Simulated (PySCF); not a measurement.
FGeHO, SMILES [Ge]([OH])[F] (connectivity only; charge and spin as stated), neutral, multiplicity 1. Atoms are numbered in the order given.

```xyz
4

Ge     0.4206     0.0271     0.0000
F     -0.7766     1.3008     0.0000
O     -0.7629    -1.2998     0.0000
H     -0.3653    -2.1756     0.0000
```
Charge 0, spin multiplicity 1.

Geometry: PBE0-D3(BJ)/def2-TZVP. One conformer was computed; it need not be the lowest.

Method: TDA-B3LYP/def2-SVPD run with PySCF.

Vertical excitations. Isolated molecule, no solvent. State labels are in the subgroup Cs.

Computed lowest excited states:
| state | symmetry | energy (eV) | λ (nm) | f | main pairs |
|---|---|---|---|---|---|
| S1 | A" | 5.08 | 244 | 0.098 | HOMO→LUMO 95 % |
| S2 | A' | 6.39 | 194 | 0.009 | HOMO−1→LUMO 60 %, HOMO→LUMO+1 37 % |
| S3 | A" | 7.13 | 174 | 0.000 | HOMO−2→LUMO 98 % |
| S4 | A' | 7.27 | 171 | 0.207 | HOMO→LUMO+1 50 %, HOMO−1→LUMO 27 %, HOMO→LUMO+2 9 % |
| S5 | A' | 7.63 | 163 | 0.133 | HOMO→LUMO+2 73 %, HOMO−4→LUMO 15 % |
| S6 | A" | 7.71 | 161 | 0.014 | HOMO−3→LUMO 70 %, HOMO−1→LUMO+1 25 % |
| S7 | A" | 7.87 | 158 | 0.068 | HOMO−1→LUMO+1 74 %, HOMO−3→LUMO 22 % |
| S8 | A' | 8.15 | 152 | 0.230 | HOMO→LUMO+3 62 %, HOMO−4→LUMO 16 % |
| S9 | A' | 8.19 | 151 | 0.204 | HOMO−4→LUMO 58 %, HOMO→LUMO+3 24 % |
| S10 | A" | 8.72 | 142 | 0.023 | HOMO−1→LUMO+2 98 % |
| T1 | A" | 3.49 | 355 | 0 | HOMO→LUMO 99 % |
| T2 | A' | 5.36 | 231 | 0 | HOMO−1→LUMO 98 % |
| T3 | A' | 5.71 | 217 | 0 | HOMO→LUMO+1 92 % |
| T4 | A' | 6.73 | 184 | 0 | HOMO→LUMO+2 85 % |
Triplets are in the Tamm–Dancoff approximation.
